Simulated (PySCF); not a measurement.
Species: C10H13B.
Atom-mapped SMILES: `[CH3:1][B:2]([CH3:3])[C:4]1=[CH:5][C@@H:6]2[CH:7]=[CH:8][C@H:9]1[CH:10]=[CH:11]2` (hydrogens: H12, H13, H14 on C1; H15, H16, H17 on C3; H18 on C5; H19 on C6; H20 on C7; H21 on C8; H22 on C9; H23 on C10; H24 on C11)

Method used: PySCF 2.14.0, PBE0-D3(BJ)/def2-SVP geometry optimisation, gas phase.

(1) What internal coordinates does the optimisation give?

Results:

(1) 
```csv
bond,length (pm)
"C1–B2, B2–C3",157.9
B2–C4,155.6
C4=C5,134.6
C5–C6,152.5
"C6–C7, C6–C11",153.0
"C7=C8, C10=C11",133.1
"C8–C9, C9–C10",152.7
C4–C9,154.6
C1–H12 and 5 like bonds,110.3
C5–H18,109.3
C6–H19,109.6
"C7–H20, C11–H24",109.1
"C8–H21, C10–H23",109.1
C9–H22,109.6
```

Bonds in one row agree within 1 pm and their mean is given. A selection of angles:
```csv
angle,degrees
C1–B2–C3,121.5
C1–B2–C4,119.5
B2–C4–C5,124.9
B2–C4–C9,124.9
C5–C4–C9,110.2
C4–C5–C6,115.3
C5–C6–C7,104.9
C7–C6–C11,106.4
C6–C7–C8,112.9
C7–C8–C9,113.4
C8–C9–C10,106.0
C4–C9–C8,106.0
```

Torsions: C1–B2–C4–C5 0° (synperiplanar); B2–C4–C5–C6 180° (antiperiplanar); C4–C5–C6–C7 56° (synclinal); C5–C6–C7–C8 -56° (synclinal); C6–C7–C8–C9 0° (synperiplanar); C7–C8–C9–C10 -56° (synclinal); C8–C9–C10–C11 56° (synclinal); C9–C10–C11–C6 0° (synperiplanar); B2–C4–C9–C8 124° (anticlinal); C5–C6–C11–C10 56° (synclinal).

B2 (three-coordinate boron) is planar (angles 121.5°, 119.5° and 119.0°, sum 360.0°, 0.00 Å off the plane of its three neighbours). The C–C distances run from 1.331 Å (C10=C11, drawn double) to 1.546 Å (C4–C9, drawn single), a spread of 0.215 Å. The 6-membered ring C4–C5–C6–C7–C8–C9 has internal angles of 104.9° to 115.3°; it is puckered, 0.33 Å rms from its mean plane, widest ring torsion 57°. The 6-membered ring C6–C7–C8–C9–C10–C11 has internal angles of 106.0° to 113.4°; it is puckered, 0.33 Å rms from its mean plane, widest ring torsion 56°. Of the pairs four or more bonds apart, C3···H22 is among the closest relative to their van der Waals radii: 2.74 Å, 95 % of the sum of Bondi's values. The B–C distances run from 1.556 Å (B2–C4, drawn single) to 1.581 Å (C1–B2, drawn single), a spread of 0.025 Å. The 6-membered ring C4–C5–C6–C11–C10–C9 has internal angles of 104.9° to 115.3° (sum 663°, against 720° for a flat polygon); it is puckered, 0.33 Å rms from its mean plane, widest ring torsion 57°.

Point group: Cs (every atom within 0.08 Å of its image). No frequency check.
